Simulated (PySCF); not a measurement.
CClF3, SMILES C(F)(F)(Cl)F. Geometry optimised at B3LYP-D3(BJ)/def2-SVP.

The numbers are results of B3LYP-D3(BJ)/def2-SVP run with PySCF, not measurements.

Harmonic wavenumbers (cm⁻¹): 347, 347, 465, 565, 565, 788, 1116, 1257, 1257. Rotational constants (GHz): 5.723, 3.268, 3.268; symmetry number 3.

Work out the zero-point energy and the ideal-gas rigid-rotor harmonic-oscillator thermochemistry at 298.15 K and 1 atm.

ZPE = ½ Σ hcν = ½ × 6706 cm⁻¹ = 9.59 kcal/mol. H − E(el) = 12.88 kcal/mol. Entropy in cal/(mol K): translation 39.85, rotation 23.88, vibration 4.48, total 68.21. G − E(el) = -7.46 kcal/mol. Cp = 15.93 cal/(mol K).
